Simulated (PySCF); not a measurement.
**Diatomics with 94 electrons**

CCSD(T) in PySCF with def2-SVP on every atom (core potentials on Hg, Pb, Bi), for the lowest determinant that a PBE0 search found; no spin–orbit coupling. All have 94 electrons, 6 of them in the valence shells, and the same state, a triplet (π ↑↑). For ions De leads to the atom and ion picked by measured ionisation energies and electron affinities.

| species | difference of nuclear charges | Re (Å) | ωe (cm⁻¹) | k (mdyn/Å) | De (eV) | dissociates to |
| --- | --- | --- | --- | --- | --- | --- |
| SiHg | 66 | 2.674 | 154 | 0.342 | 0.30 | Si + Hg |
| MgPb | 70 | 2.881 | 192 | 0.465 | 0.63 | Mg + Pb |
| NaBi | 72 | 3.063 | 174 | 0.371 | 0.79 | Na + Bi |
| MgBi⁺ | 71 | 2.905 | 209 | 0.552 | n/a | Mg + Bi⁺ |

(1) Which member of the whole set has the stiffest bond, and how does it compare with the softest?

Correlated steps freeze 5 core orbitals. UHF and ROHF references stand side by side, which adds small steps between rows. Weak bonds: SiHg. Basis-set superposition, not corrected here, can be much of De in a small basis, most of all at correlated wavefunction levels. Spin–orbit coupling is left out, which matters for elements this heavy, above all for dissociation energies. States were picked by a PBE0 search and need not be the measured ground states.

Results:

(1) MgBi⁺ with k = 0.552 mdyn/Å, 1.6 times that of SiHg.
